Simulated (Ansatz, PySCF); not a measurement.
Process, species as SMILES: [SiH3][SiH2][SiH2][SiH2]Cl + 3 [SiH4] (SiH4) -> [SiH3]Cl [chlorosilane] + 3 [SiH3][SiH3]
Geometries: B3LYP-D3(BJ)/def2-TZVP minima from Ansatz (a quantum-chemistry and plane-wave program), one conformer each, not searched for the lowest. Frequencies are from Ansatz or PySCF.
Geometry of the first species:
SMILES: [SiH2]([SiH2][SiH2]Cl)[SiH3]
```xyz
14

Si    -2.2998     0.6329    -1.0620
Si    -1.2449    -1.3807    -0.4903
Si     0.0847    -1.0368     1.4106
Si     1.3501     0.8995     1.0505
Cl     2.1503     0.7802    -0.8671
H     -3.1613     0.4704    -2.2578
H     -3.1390     1.0919     0.0722
H     -1.2757     1.6671    -1.3396
H     -0.3803    -1.8353    -1.6065
H     -2.2583    -2.4328    -0.2202
H     -0.7682    -0.8261     2.6093
H      0.9903    -2.1843     1.6681
H      2.4778     1.0693     1.9934
H      0.4975     2.1084     1.0974
```
Charge 0, spin multiplicity 1.

Property: bond separation energy (0 K, with B3LYP-D3(BJ) harmonic zero-point energies), in kcal/mol. Valence correlation only, unless marked. No spin-orbit coupling. No relativistic terms. Basis-set limits of correlation are two-point, X^-3; Hartree-Fock from the larger set. The bracket is a focal-point correction in the basis named.

```json
[
 {"level": "r2SCAN-D3(BJ)/def2-TZVPD", "program": "Ansatz + dftd3", "bond separation energy (kcal/mol)": "4.1"},
 {"level": "PBE0-D4/def2-TZVP", "program": "Ansatz + dftd4", "bond separation energy (kcal/mol)": "4.4"},
 {"level": "PBE0-D4/def2-TZVPD", "program": "Ansatz + dftd4", "bond separation energy (kcal/mol)": "4.4"},
 {"level": "r2SCANh/def2-TZVPD", "program": "Ansatz", "bond separation energy (kcal/mol)": "3.1"},
 {"level": "CAM-B3LYP-D4/def2-TZVPD", "program": "Ansatz + dftd4", "bond separation energy (kcal/mol)": "___"},
 {"level": "B2PLYP/def2-TZVPD", "program": "Ansatz", "bond separation energy (kcal/mol)": "___"},
 {"level": "RI-MP2/CBS(cc-pV(T+d)Z,cc-pV(Q+d)Z)+[CCSD(T)-MP2]/cc-pV(T+d)Z", "program": "Ansatz", "bond separation energy (kcal/mol)": "4.3"}
]
```

Fill in the missing entries.


- CAM-B3LYP-D4/def2-TZVPD, bond separation energy (kcal/mol): 4.0
- B2PLYP/def2-TZVPD, bond separation energy (kcal/mol): 2.8
